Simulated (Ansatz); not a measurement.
`C=C[Si](O)(Cl)Cl` and `O[Si](O)(Cl)Cl` differ in one atom or group.

Ansatz, PBE0-D4/def2-TZVP geometries, multiplicity 1. Each molecule was computed in one conformer, which needn't be the lowest.

```tsv
property	`C=C[Si](O)(Cl)Cl`
HOMO–LUMO gap (B3LYP/def2-TZVPP) / eV	7.02
HOMO energy (B3LYP/def2-TZVPP) / eV	-8.13
ideal-gas entropy at 298 K and 1 bar (rigid rotor, harmonic PBE0-D4/def2-TZVP) / J/(mol·K)	381
size of the dipole moment (PBE/def2-TZVPP) / D	1.30
zero-point energy (PBE0-D4/def2-TZVP) / kJ/mol	160.0
HOMO energy (ωB97M-V/def2-TZVPP) / eV	-10.63
```

Task: What does the change do to each property? (Estimate.)

Result: The calculation gave: 
| property | `O[Si](O)(Cl)Cl` | shift |
| --- | --- | --- |
| HOMO–LUMO gap (B3LYP/def2-TZVPP) / eV | 8.75 | 1.73 |
| HOMO energy (B3LYP/def2-TZVPP) / eV | -8.85 | -0.72 |
| ideal-gas entropy at 298 K and 1 bar (rigid rotor, harmonic PBE0-D4/def2-TZVP) / J/(mol·K) | 349 | -32 |
| size of the dipole moment (PBE/def2-TZVPP) / D | 1.97 | 0.67 |
| zero-point energy (PBE0-D4/def2-TZVP) / kJ/mol | 85.0 | -75.0 |
| HOMO energy (ωB97M-V/def2-TZVPP) / eV | -11.41 | -0.78 |

With PBE0 the HOMO falls by 0.76 eV and the LUMO rises by 1.17 eV, so the gap widens by about 1.93 eV. PBE moves the HOMO by -0.45 eV and ωB97M-V by -0.78 eV. The zero-point energy changes by -75.0 kJ/mol with -9 modes. Dipoles are sizes alone; their direction can turn.

B3LYP here is the variant with VWN-RPA as its local correlation; programs differ in this.
